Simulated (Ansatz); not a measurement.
Steps of a relaxation of C3H8BFO, SMILES `CCOB(C)F` with RKS PBE0-D4/def2-TZVP.

```sh
$ ansatz run in.yaml --threads 2 --pin off --events-out ev --progress --plain --max-ram 20480MiB --backend cuda --devices 0, --max-vram 18GiB
```

```yaml
crystal:
  periodic: [false, false, false]
  atoms:
    - {symbol: C, position_ang: [0.330550, -0.856040, -1.983990]}
    - {symbol: C, position_ang: [0.400100, 0.499780, -1.294480]}
    - {symbol: O, position_ang: [0.535270, 0.335510, 0.108970]}
    - {symbol: B, position_ang: [-0.466710, 0.382390, 0.978100]}
    - {symbol: C, position_ang: [-0.235590, 0.145770, 2.525700]}
    - {symbol: F, position_ang: [-1.711840, 0.653290, 0.533280]}
    - {symbol: H, position_ang: [0.287050, -0.720340, -3.061240]}
    - {symbol: H, position_ang: [1.208000, -1.447410, -1.733890]}
    - {symbol: H, position_ang: [-0.556870, -1.393910, -1.657920]}
    - {symbol: H, position_ang: [-0.498320, 1.084170, -1.519940]}
    - {symbol: H, position_ang: [1.283830, 1.054550, -1.625910]}
    - {symbol: H, position_ang: [-0.806440, -0.713120, 2.871290]}
    - {symbol: H, position_ang: [-0.579010, 1.000920, 3.103130]}
    - {symbol: H, position_ang: [0.809980, -0.025550, 2.756920]}
basis:
  gaussian: {orbitals: def2-TZVP}
hamiltonian: {xc: pbe0, dispersion: d4}
relax: {f_tol: 0.005, max_steps: 150}
```

Positions (Å) and forces (eV/Å) along the path, 9 of 10 steps:

```xyz
14
step=1 energy=-8679.0916 eV
C     0.331   -0.856   -1.984    0.050    0.466    0.352
C     0.400    0.500   -1.294   -0.118   -0.241   -0.190
O     0.535    0.336    0.109    0.737   -0.106   -0.392
B    -0.467    0.382    0.978   -0.707    0.086    0.846
C    -0.236    0.146    2.526   -0.011    0.082   -0.638
F    -1.712    0.653    0.533    0.142   -0.065    0.062
H     0.287   -0.720   -3.061   -0.014   -0.022   -0.183
H     1.208   -1.447   -1.734    0.112   -0.100   -0.011
H    -0.557   -1.394   -1.658   -0.120   -0.098   -0.015
H    -0.498    1.084   -1.520    0.103    0.027    0.000
H     1.284    1.055   -1.626   -0.117   -0.006    0.012
H    -0.806   -0.713    2.871   -0.146   -0.156    0.051
H    -0.579    1.001    3.103   -0.106    0.165    0.084
H     0.810   -0.026    2.757    0.196   -0.034    0.022
14
step=2 energy=-8679.1095 eV
C     0.328   -0.853   -1.980    0.009    0.217    0.156
C     0.401    0.496   -1.291   -0.070   -0.129   -0.095
O     0.550    0.331    0.112    0.383   -0.010   -0.143
B    -0.460    0.390    0.987   -0.414   -0.105    0.330
C    -0.236    0.150    2.521    0.034    0.084   -0.259
F    -1.706    0.637    0.536    0.112    0.016    0.027
H     0.280   -0.717   -3.061   -0.005   -0.014   -0.065
H     1.209   -1.450   -1.741    0.030   -0.031   -0.008
H    -0.560   -1.397   -1.659   -0.035   -0.038   -0.012
H    -0.492    1.088   -1.509    0.023    0.005   -0.001
H     1.278    1.053   -1.629   -0.026    0.009   -0.003
H    -0.814   -0.713    2.860   -0.047   -0.036    0.008
H    -0.590    1.007    3.098   -0.031    0.038    0.045
H     0.813   -0.022    2.758    0.038   -0.006    0.020
14
step=4 energy=-8679.1154 eV
C     0.326   -0.847   -1.981   -0.004   -0.027   -0.019
C     0.402    0.490   -1.286   -0.022    0.023   -0.014
O     0.570    0.319    0.116    0.014   -0.002    0.052
B    -0.454    0.377    0.990   -0.034   -0.006   -0.066
C    -0.237    0.154    2.519    0.005   -0.001    0.030
F    -1.692    0.630    0.531    0.037   -0.004    0.006
H     0.268   -0.707   -3.064    0.001    0.002    0.014
H     1.211   -1.448   -1.759   -0.010    0.005   -0.001
H    -0.559   -1.403   -1.662    0.010    0.006    0.000
H    -0.492    1.085   -1.490   -0.006   -0.003    0.003
H     1.270    1.055   -1.632    0.009    0.001   -0.001
H    -0.824   -0.704    2.861    0.010    0.013   -0.002
H    -0.600    1.017    3.086    0.008   -0.013   -0.003
H     0.810   -0.017    2.770   -0.018    0.003    0.000
14
step=5 energy=-8679.1156 eV
C     0.324   -0.846   -1.979   -0.002   -0.014   -0.019
C     0.403    0.492   -1.286   -0.005   -0.004   -0.001
O     0.574    0.321    0.116    0.004    0.012    0.023
B    -0.452    0.374    0.988    0.001   -0.010   -0.019
C    -0.237    0.154    2.518    0.003   -0.004    0.020
F    -1.690    0.620    0.527   -0.003    0.004   -0.012
H     0.265   -0.707   -3.062    0.001   -0.002    0.006
H     1.207   -1.448   -1.756   -0.004    0.004   -0.003
H    -0.562   -1.400   -1.659    0.004    0.008    0.002
H    -0.490    1.088   -1.489   -0.008    0.000    0.007
H     1.273    1.055   -1.633    0.008    0.002   -0.001
H    -0.823   -0.705    2.860    0.009    0.011    0.001
H    -0.602    1.016    3.084    0.007   -0.010   -0.004
H     0.810   -0.015    2.771   -0.014    0.003    0.001
14
step=6 energy=-8679.1157 eV
C     0.322   -0.845   -1.978   -0.001    0.000    0.001
C     0.406    0.493   -1.285    0.004   -0.006    0.000
O     0.578    0.323    0.118   -0.004    0.007   -0.007
B    -0.451    0.371    0.986    0.020   -0.006    0.019
C    -0.238    0.154    2.517   -0.003   -0.003   -0.002
F    -1.688    0.609    0.521   -0.017    0.002   -0.013
H     0.261   -0.707   -3.061    0.000    0.000   -0.001
H     1.204   -1.449   -1.757    0.001   -0.001   -0.002
H    -0.565   -1.396   -1.656   -0.002    0.002    0.001
H    -0.487    1.091   -1.486   -0.002    0.002    0.003
H     1.276    1.054   -1.634    0.001    0.000    0.001
H    -0.821   -0.705    2.862    0.001    0.002    0.002
H    -0.606    1.017    3.081    0.001    0.000   -0.002
H     0.809   -0.011    2.773   -0.001    0.001   -0.001
14
step=7 energy=-8679.1157 eV
C     0.320   -0.844   -1.977    0.000   -0.005   -0.001
C     0.407    0.495   -1.285    0.000   -0.001    0.003
O     0.579    0.326    0.118    0.000    0.007   -0.006
B    -0.451    0.369    0.985    0.023   -0.007    0.015
C    -0.238    0.154    2.517   -0.003   -0.005   -0.001
F    -1.688    0.600    0.519   -0.023    0.004   -0.012
H     0.260   -0.707   -3.060    0.000    0.001   -0.001
H     1.201   -1.450   -1.755    0.002   -0.003   -0.003
H    -0.568   -1.392   -1.654   -0.003    0.000    0.002
H    -0.484    1.094   -1.488   -0.001    0.002    0.006
H     1.279    1.053   -1.635    0.003    0.002    0.001
H    -0.819   -0.706    2.863    0.001    0.002    0.001
H    -0.607    1.017    3.080    0.000    0.001   -0.003
H     0.809   -0.009    2.773    0.000    0.001   -0.001
14
step=8 energy=-8679.1159 eV
C     0.312   -0.839   -1.972   -0.001   -0.008   -0.004
C     0.416    0.501   -1.285   -0.005    0.005    0.011
O     0.588    0.338    0.119   -0.016    0.006    0.006
B    -0.448    0.355    0.981    0.025   -0.003   -0.006
C    -0.238    0.155    2.515   -0.006   -0.007    0.000
F    -1.689    0.551    0.505   -0.004    0.001    0.002
H     0.252   -0.705   -3.054    0.000    0.000   -0.004
H     1.185   -1.455   -1.748    0.003   -0.002   -0.001
H    -0.583   -1.374   -1.646   -0.001    0.000    0.002
H    -0.469    1.110   -1.489    0.006   -0.001    0.004
H     1.293    1.048   -1.637    0.000    0.001   -0.001
H    -0.812   -0.708    2.868   -0.001    0.002   -0.003
H    -0.616    1.019    3.069   -0.002    0.003   -0.004
H     0.810    0.005    2.774    0.002    0.002   -0.002
14
step=9 energy=-8679.1159 eV
C     0.309   -0.837   -1.970   -0.001   -0.006    0.001
C     0.419    0.503   -1.284   -0.002    0.006    0.004
O     0.591    0.342    0.120   -0.012    0.001    0.001
B    -0.447    0.350    0.980    0.010    0.000   -0.008
C    -0.238    0.154    2.514   -0.002   -0.003    0.001
F    -1.689    0.534    0.500    0.004    0.000    0.004
H     0.248   -0.704   -3.053    0.000    0.001    0.000
H     1.180   -1.457   -1.747    0.000   -0.001   -0.001
H    -0.588   -1.369   -1.642    0.001    0.000    0.000
H    -0.463    1.115   -1.488    0.003   -0.001    0.002
H     1.299    1.046   -1.638    0.000    0.000    0.000
H    -0.810   -0.708    2.869    0.000    0.002   -0.002
H    -0.620    1.019    3.064   -0.001    0.001   -0.002
H     0.810    0.010    2.775   -0.001    0.001    0.000
14
step=10 energy=-8679.1159 eV
C     0.308   -0.838   -1.969    0.000    0.002   -0.001
C     0.420    0.503   -1.284    0.000   -0.002    0.000
O     0.592    0.342    0.120   -0.004    0.001    0.004
B    -0.445    0.350    0.979    0.002    0.000   -0.002
C    -0.238    0.154    2.514    0.001    0.001   -0.001
F    -1.687    0.533    0.500    0.003    0.000    0.001
H     0.244   -0.703   -3.052    0.000   -0.001    0.000
H     1.180   -1.457   -1.750   -0.001    0.001    0.000
H    -0.588   -1.369   -1.639    0.001    0.001    0.000
H    -0.462    1.116   -1.487    0.000    0.000   -0.001
H     1.300    1.045   -1.638   -0.001   -0.001    0.000
H    -0.809   -0.709    2.868    0.000   -0.001    0.000
H    -0.623    1.019    3.063    0.000    0.000    0.000
H     0.809    0.012    2.777   -0.001    0.000    0.000
```

It took 18 s on 2 threads of an AMD EPYC 7R13 on a shared host and a share of an NVIDIA H100 80 GB, with 0.88 GiB of host memory at the peak.
